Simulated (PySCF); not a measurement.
Start geometry of `COC[SiH2]SC` from GFN2-xTB (Å):
```
atom  x, y, z in Å
C1    -2.907    0.128    0.240
O2    -2.187   -1.032   -0.068
C3    -0.974   -1.162    0.653
Si4    0.382    0.001   -0.004
S5     2.173   -0.520    1.048
C6     3.316    0.659    0.269
H7    -3.850    0.058   -0.300
H8    -3.109    0.195    1.317
H9    -2.376    1.033   -0.073
H10   -0.672   -2.202    0.515
H11   -1.160   -1.017    1.726
H12    0.585   -0.196   -1.438
H13    0.140    1.423    0.262
H14    4.288    0.509    0.726
H15    2.974    1.673    0.447
H16    3.371    0.460   -0.796
```

Q: What comes out of this run: PySCF, PBE0-D3(BJ)/def2-SVP geometry optimisation, gas phase?

A: 
```
atom  x, y, z in Å
C1    -3.108   -0.101    0.236
O2    -2.328   -1.133   -0.289
C3    -1.109   -1.330    0.386
Si4    0.266   -0.226   -0.331
S5     2.003   -0.523    0.887
C6     3.194    0.539    0.008
H7    -4.016   -0.024   -0.378
H8    -3.406   -0.305    1.283
H9    -2.590    0.877    0.216
H10   -0.815   -2.384    0.245
H11   -1.213   -1.178    1.479
H12    0.543   -0.609   -1.750
H13   -0.138    1.216   -0.332
H14    4.147    0.462    0.550
H15    2.872    1.590    0.010
H16    3.347    0.199   -1.026
```

The energy falls by 8.1 kJ/mol over 11 energy and gradient evaluations, the largest force component goes from 0.0130 to 1.8e-04 Eh/bohr, and the atoms move by 0.223 Å rms after alignment. The bond that changes most is Si4–H12 (SiH2 silicon to Si–H hydrogen), which lengthens by 0.034 Å. Bonds longer at the end by more than 0.005 Å: 10 of 15; shorter: 1. Among the angles that change most is S5–Si4–H13, from 106.6° to 110.6°. Among the dihedrals that turn most is H11–C3–Si4–H13, from -55° to -71°. Rotational constants go from 7253, 896.8, 844.1 to 7139, 876.7, 843.0 MHz. The orientation of the end geometry is arbitrary; only internal coordinates are fixed.

The run used 142 basis functions and 67 SCF cycles in all. The run took 61 s wall on an Arm Neoverse V1 with one thread, shared host with 32 logical CPUs at a one-minute load of 14, and the process peaked at 0.60 GiB of memory.

No frequency check. The numbers are those of one conformer.
